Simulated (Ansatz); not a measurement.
A nudged elastic band was laid between two geometries of CH4O + ClGeH3 (11 atoms, charge 0, multiplicity 1).

Theory: Ansatz 0.2.0, UKS BLYP-D4/def2-SVP.

```yaml
movable_images: 7
climbing_image: yes
spring: 5.0 eV/Å²
optimiser: quadratic models (default)
start_path: through a guess of the saddle point
force_threshold: 0.03 eV/Å
iteration_limit: 60
end_points: relaxed
```

Initial state:

```xyz
11
Properties=species:S:1:pos:R:3
Ge -0.582 1.462 -1.213
Cl 0.698 -0.083 -2.181
H -0.494 2.683 -2.171
H -2.021 0.910 -1.143
H 0.042 1.796 0.160
H -0.219 -1.361 -0.367
O -0.560 -1.115 0.518
C 0.559 -1.084 1.401
H 0.207 -0.690 2.376
H 1.379 -0.421 1.038
H 0.991 -2.097 1.582
```

Final state:

```xyz
11
Properties=species:S:1:pos:R:3
Ge -0.815 1.207 -0.464
Cl 1.826 -0.862 -2.104
H -1.340 1.165 -1.914
H -1.912 1.609 0.562
H 0.455 2.081 -0.289
H 0.761 -0.916 -1.289
O -0.388 -0.549 -0.109
C 0.230 -0.858 1.150
H -0.381 -0.496 2.007
H 1.251 -0.420 1.226
H 0.314 -1.961 1.225
```

Problem. Which bonds break or form, and what moves?

Solution. Bonds broken: Ge1–Cl2, H6–O7. Bonds formed: Ge1–O7, Cl2–H6. CH4O + ClGeH3 becomes CH6GeO + ClH.

Problem. Give the energies along the band, and the barrier.

Solution. The forces met the threshold. The highest image is number 5 of 0 to 8, 0.80 eV above the first end and 0.49 eV above the last; the last end lies 0.31 eV above the first. The profile has 2 maxima (images 2, 5) with wells between them (image 3): this band takes more than one step, which may be the mechanism or a detour left from its start path. A vibrational analysis at the climbing image gives one clearly imaginary mode, 148i cm⁻¹: a first-order saddle point. The orbitals were unrestricted but ended closed-shell.

| image | path coordinate (Å) | energy (eV) | Ge1–Cl2 (Å) | H6–O7 (Å) | Ge1–O7 (Å) |
| --- | --- | --- | --- | --- | --- |
| 0 | 0.00 | 0.00 | 2.23 | 0.98 | 3.10 |
| 1 | 1.62 | 0.08 | 2.22 | 0.98 | 3.43 |
| 2 | 3.24 | 0.09 | 2.22 | 0.98 | 3.55 |
| 3 | 4.86 | 0.01 | 2.23 | 0.98 | 3.23 |
| 4 | 6.48 | 0.15 | 2.25 | 0.98 | 2.95 |
| 5 | 8.10 | 0.80 | 2.67 | 1.05 | 2.07 |
| 6 | 8.63 | 0.61 | 3.00 | 1.34 | 1.92 |
| 7 | 9.15 | 0.34 | 3.45 | 1.63 | 1.85 |
| 8 | 9.68 | 0.31 | 3.73 | 1.69 | 1.84 |

Problem. What is the geometry of the highest image?

Solution. 
```xyz
11
Properties=species:S:1:pos:R:3:forces:R:3
Ge -0.544 1.174 -0.753 0.00 0.00 0.00
Cl 1.378 -0.036 -2.155 0.00 0.00 0.00
H -1.401 1.201 -2.035 0.00 0.00 0.00
H -1.525 1.298 0.474 0.00 0.00 0.00
H 0.531 2.264 -0.525 0.00 0.00 0.00
H 0.493 -0.946 -0.838 0.00 0.00 0.00
O -0.247 -0.771 -0.113 0.00 0.00 0.00
C 0.244 -1.000 1.230 0.00 0.00 0.00
H -0.421 -0.467 1.936 0.00 0.00 0.00
H 1.285 -0.629 1.336 0.00 0.00 0.00
H 0.207 -2.086 1.441 0.00 0.00 0.00
```

Run time: 17 min on 4 threads of Arm Neoverse N1, with other jobs on the host, peak memory 0.21 GiB.
